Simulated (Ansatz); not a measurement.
Reaction (ligand exchange at the Si–N bond): `N[Si](O)(O)O` + `O[SiH2]F` → `O[Si](O)(O)O[SiH2]F` + NH₃

Computed with Ansatz on PBE0-D4/def2-TZVP structures; ΔE is electronic, products minus reactants. CBS: MP2 limit from def2 TZ/QZ plus the TZ coupled-cluster correction, frozen cores. This one scheme is used for every species. Functionals use def2-TZVPP. One conformer a species, not always the lowest.

| level | ΔE (kJ/mol) |
| --- | --- |
| revPBE-D4 | -57.0 |
| HF/def2-SVP | -71.2 |

**Question.** What does CCSD(T)/CBS give? (An estimate is asked.)

**Answer.** The calculation gave: -65.3 kJ/mol. The listed levels differ from it by 8.3, -5.9 kJ/mol.

Largest T1 diagnostic among the species: 0.012.

In def2-TZVPP, CCSD(T) changes the Hartree–Fock value by +9.1 kJ/mol (the triples alone add +1.2 kJ/mol) and MP2 by +11.0 kJ/mol. Leaving LDA and LC-ωPBE aside and taking each functional with its dispersion term where it has one, the values, not all of them listed here, spread over 15.5 kJ/mol, from BHLYP-D4 to PBE-D4.
